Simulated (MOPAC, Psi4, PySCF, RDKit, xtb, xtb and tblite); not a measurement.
Two geometries of C4H7NO2Si, SMILES COC(=O)[SiH2]CC#N, relaxed at GFN2-xTB with one dihedral held; other torsions can differ between them too.

Structure A

```
15

C      0.6812    -3.7298    -2.3951
O      0.4794    -2.3952    -1.9356
C      0.0440    -2.2014    -0.6901
O     -0.3908    -3.0650     0.0298
Si     0.4768    -0.4009    -0.1983
C      2.2445    -0.6099     0.5410
C      3.0213    -1.4934    -0.2727
N      3.6165    -2.2134    -0.9333
H      1.7445    -3.9598    -2.3122
H      0.3658    -3.7716    -3.4359
H      0.0981    -4.4236    -1.7874
H     -0.3959     0.1075     0.8572
H      0.5303     0.4154    -1.4072
H      2.7578     0.3500     0.6136
H      2.1812    -1.0392     1.5437
```

Structure B

```
15

C     -3.1548    -0.5278    -0.0328
O     -1.7942    -0.2842    -0.3074
C     -1.1009     0.5875     0.4370
O      0.0634     0.7749     0.1769
Si    -1.9073     1.5476     1.9060
C     -0.4642     2.5812     2.6004
C     -0.8951     3.3695     3.7104
N     -1.2702     3.9887     4.5963
H     -3.4858    -1.2378    -0.7890
H     -3.7487     0.3854    -0.1086
H     -3.2892    -0.9662     0.9584
H     -2.4211     0.6062     2.9051
H     -2.9895     2.4049     1.4131
H      0.3500     1.9280     2.9226
H     -0.0657     3.2422     1.8273
```

Q: Which is lower in energy at the level B3LYP-D3(BJ)/def2-SVP // GFN2-xTB (Psi4 1.11), and by how much?

A: A is lower, by 4.32 kcal/mol (dihedral C1–O2–C3–Si5: 160° in A, 0° in B).

E(B) − E(A) in kcal/mol at the other levels, on the same two geometries: GFN2-xTB (xtb and tblite) 5.83; MMFF94 // GFN2-xTB (RDKit) 3.13; B3LYP/def2-SVP // GFN2-xTB (Psi4) 3.88; PBE/def2-SVP // GFN2-xTB (Psi4) 3.52; PBE-D3(BJ)/def2-SVP // GFN2-xTB (Psi4) 3.86; UFF // GFN2-xTB (RDKit) -11.26; PM3, restricted, heats of formation // GFN2-xTB (MOPAC) -0.83; PM6, restricted, heats of formation // GFN2-xTB (MOPAC) 7.38; GFN1-xTB // GFN2-xTB (xtb) 7.42; restricted B3LYP/6-31G*, spherical d, density fitting // GFN2-xTB (PySCF) 3.81; restricted M06-2X/6-31G*, spherical d, density fitting // GFN2-xTB (PySCF) 4.13; restricted BP86/6-31G*, spherical d, density fitting // GFN2-xTB (PySCF) 3.18; restricted Hartree-Fock/STO-3G // GFN2-xTB (PySCF) 3.73.
